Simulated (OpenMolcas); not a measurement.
# What dynamic correlation does to the levels of Au3+

- Program: OpenMolcas
- Basis: ANO-R3 [9s7p6d4f2g2h]
- Scalar Hamiltonian: X2C, finite nucleus
- Active space: 8 electrons in 5 orbitals (5d)
- State averaging: 2S+1 = 3 even, 10 roots; 2S+1 = 1 even, 15 roots
- Spin-orbit coupling: state interaction with AMFI integrals over the reference wave functions, term energies averaged over their components

Methods on the same reference wave functions:
A. CASSCF
B. SS-CASPT2, IPEA 0.25 Eh, imaginary shift 0.1 Eh (closed shells correlated: 5s 5p)

Energies in cm-1 above 5d8 3F4, the measured ground level; measured values from Zainab et al., Astrophys. J. Suppl. Ser. 267, 12 (2023).

```json
{"Level": "5d8 3F4", "A": "0.0", "B": "0.0", "Measured": "0.0"}
{"Level": "5d8 3F3", "A": "12410", "B": "12560", "Measured": "12294"}
{"Level": "5d8 3P2 [52 %]", "A": "20869", "B": "19100", "Measured": ""}
{"Level": "5d8 3P0", "A": "23624", "B": "19520", "Measured": "18185"}
{"Level": "5d8 3P1", "A": "26506", "B": "23050", "Measured": "21490"}
{"Level": "5d8 1G4", "A": "29697", "B": "26470", "Measured": "25702"}
{"Level": "5d8 1S0", "A": "62939", "B": "56040", "Measured": "55278"}
```

Deviations, from unrounded energies. A percentage is the sum of absolute deviations over the sum of measured energies, with the sign that they share, or ± where signs differ.

```tsv
Against measurement	Levels	A	B
mean absolute deviation (cm-1)	5	4400	940
fine structure of the ground term (%)	1	+0.9	+2.2
other terms of the ground configuration (%)	4	+18.3	+3.7
```

B lies closest to measurement on these levels. The largest miss of B in the table is 5d8 3P1, by +1600 cm-1. The ranking rests on the paired levels alone, and a cruder setting can come out closer through cancelling errors.

From A to B the spin-free energies of the other terms of 5d8 shown, above 3F, scale by factors of 0.74 to 0.84, as is usual when dynamic correlation screens the repulsion within a d or f shell.

The lowest spin-free term lies below A's lowest term by 0.516 hartree in B.

CASPT2 does not keep the components of a term degenerate, so their means are used; among the terms shown or strongly mixed into the levels shown the widest spread is 420 cm-1 (5d8 3F, B). Without dynamic correlation excited terms often stand tens of per cent too high (terms of higher spin than the ground term too low), and those without a measured partner can miss by more than the paired ones (holds for A). Measured partners are found by configuration, term and J. A level has none where our copy of the source lacks it or the pairing is in doubt (some pairs that miss far off the trend of their configuration count as doubtful), and it then counts in no deviation. Only configurations of the active space appear. Levels that lie high or do not pair safely by name in every column are left out.

A share in square brackets marks a mixed level and gives the weight of the term that names it, the lowest over the columns.
